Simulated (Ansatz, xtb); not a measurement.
Relative energy of two isomers of C4H5BN2O

Structure a: `Bc1cc(C=O)n[nH]1`, a singlet. Structure b: `Bn1ccc(C=O)n1`, a singlet. Both are isolated molecules in the gas phase, relaxed with PBE0-D3(BJ)/def2-SVP, each in the lowest conformer that the search found.

a (Å):

```xyz
13

C     0.1299   -0.1357   -0.2186
C    -0.7167   -0.6565    0.7624
C    -1.4548    0.4395    1.2425
C    -2.4909    0.4662    2.2841
B     1.1771   -0.7794   -1.1192
N    -1.0976    1.5693    0.6087
N    -0.1752    1.2078   -0.2356
O    -2.8558   -0.5106    2.8882
H     1.3860   -1.9635   -1.0427
H     1.7942   -0.0990   -1.9062
H    -0.7914   -1.6911    1.0881
H    -2.9191    1.4814    2.4731
H     0.2539    1.9041   -0.8364
```

b (Å):

```xyz
13

C    -0.0225   -0.6456    1.4278
C    -1.3814   -0.6222    1.3496
C    -1.6455    0.2291    0.2297
C    -2.9584    0.6147   -0.3187
B     1.8428    0.4198    0.1023
N     0.4710    0.1503    0.4064
N    -0.5384    0.6797   -0.3196
O    -4.0049    0.2342    0.1405
H     2.6689   -0.0984    0.8073
H     2.0890    1.1370   -0.8257
H     0.6569   -1.1507    2.1108
H    -2.1132   -1.1230    1.9776
H    -2.8994    1.2947   -1.2027
```

Problem. Which of the two would you expect CCSD(T)/def2-SVP + ΔMP2/def2-TZVPP electronic energies to favour?

Solution. Structure b; the calculation gives E(b) − E(a) = −15.2 kcal/mol.

How the difference moves with the method:

```json
{"level": "GFN2-xTB", "geometry": "GFN2-xTB", "E(b) − E(a) (kcal/mol)": "−18.4", "departure from the last row (kcal/mol)": "−3.1", "job, with rough time for the two": "optimisation, 0.39 s"}
{"level": "HF/STO-3G", "geometry": "GFN2-xTB", "E(b) − E(a) (kcal/mol)": "−23.0", "departure from the last row (kcal/mol)": "−7.8", "job, with rough time for the two": "single point, 1.3 s"}
{"level": "r2SCAN-D4/def2-SVP", "geometry": "GFN2-xTB", "E(b) − E(a) (kcal/mol)": "−11.7", "departure from the last row (kcal/mol)": "+3.5", "job, with rough time for the two": "single point, 6.8 s"}
{"level": "PBE0-D3(BJ)/def2-SVP", "geometry": "PBE0-D3(BJ)/def2-SVP", "E(b) − E(a) (kcal/mol)": "−12.1", "departure from the last row (kcal/mol)": "+3.1", "job, with rough time for the two": "optimisation, 74 s"}
{"level": "HF/def2-SVP", "geometry": "PBE0-D3(BJ)/def2-SVP", "E(b) − E(a) (kcal/mol)": "−16.5", "departure from the last row (kcal/mol)": "−1.3", "job, with rough time for the two": "part of the CCSD(T) run"}
{"level": "MP2/def2-SVP", "geometry": "PBE0-D3(BJ)/def2-SVP", "E(b) − E(a) (kcal/mol)": "−13.8", "departure from the last row (kcal/mol)": "+1.4", "job, with rough time for the two": "part of the CCSD(T) run"}
{"level": "CCSD(T)/def2-SVP", "geometry": "PBE0-D3(BJ)/def2-SVP", "E(b) − E(a) (kcal/mol)": "−15.5", "departure from the last row (kcal/mol)": "−0.2", "job, with rough time for the two": "single point"}
{"level": "CCSD(T)/def2-SVP + ΔMP2/def2-TZVPP", "geometry": "PBE0-D3(BJ)/def2-SVP", "E(b) − E(a) (kcal/mol)": "−15.2", "departure from the last row (kcal/mol)": "", "job, with rough time for the two": "single point, 1.9 min"}
```

As drawn, b has 1 B–N, 1 C–H in place of 1 C–B, 1 N–H.

The levels shown agree on the order. The largest departure from CCSD(T)/def2-SVP + ΔMP2/def2-TZVPP is that of HF/STO-3G, 7.8 kcal/mol. The last row adds to CCSD(T) the change of the MP2 difference between the two basis sets, here +0.2 kcal/mol.

With thermal terms from frequencies at re-optimised GFN2-xTB minima (ideal gas, soft modes damped towards free rotors, one conformer each, 298.15 K, 1 atm): on the last row, ΔE + ΔZPE = −15.1, ΔH = −15.2, ΔG = −14.9 kcal/mol.

The correlated steps freeze 8 core orbitals. Programs: Ansatz 0.2.0, xtb 6.7.1; the last row on 2 threads of Intel(R) Xeon(R) Processor @ 2.70GHz on a shared host.
